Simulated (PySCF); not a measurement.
Ti(OH)4 (H4O4Ti), SMILES [OH][Ti]([OH])([OH])[OH], multiplicity 1.

Geometry: PBE-D3(BJ)/def2-SVP. The spin state was assumed, not searched. The isomer is the one that the SMILES or the coordinates give; other isomers of the formula were not compared. The values are those of a single conformer.

All values below come from TDA-PBE/def2-SVPD (PySCF 2.14.0).

Vertical excitations; the highest root listed may be one member of a degenerate set.  State labels are in the subgroup C2.

Computed lowest excited states:
```csv
state,symmetry,energy (eV),λ (nm),f,main pairs
S1,A,5.11,243,0.000,HOMO−2→LUMO 98 %
S2,B,5.15,241,0.001,"HOMO→LUMO+1, HOMO→LUMO (degenerate set)"
S3,B,5.15,241,0.001,"HOMO−1→LUMO+1, HOMO−1→LUMO (degenerate set)"
S4,B,5.35,232,0.017,"HOMO→LUMO, HOMO→LUMO+1 (degenerate set)"
S5,B,5.35,232,0.017,"HOMO−1→LUMO, HOMO−1→LUMO+1 (degenerate set)"
S6,A,5.42,229,0.019,HOMO−2→LUMO+1 86 %
S7,B,5.72,217,0.000,HOMO−3→LUMO (degenerate set)
S8,B,5.72,217,0.000,HOMO−4→LUMO (degenerate set)
S9,B,5.94,209,0.007,"HOMO−3→LUMO+1, HOMO−2→LUMO+3 (degenerate set)"
S10,B,5.94,209,0.007,"HOMO−4→LUMO+1, HOMO−2→LUMO+2 (degenerate set)"
T1,B,4.86,255,0,HOMO→LUMO (degenerate set)
T2,B,4.86,255,0,HOMO−1→LUMO (degenerate set)
T3,A,4.91,252,0,HOMO−2→LUMO 97 %
T4,A,4.96,250,0,HOMO−2→LUMO+1 98 %
```
Triplets are in the Tamm–Dancoff approximation.
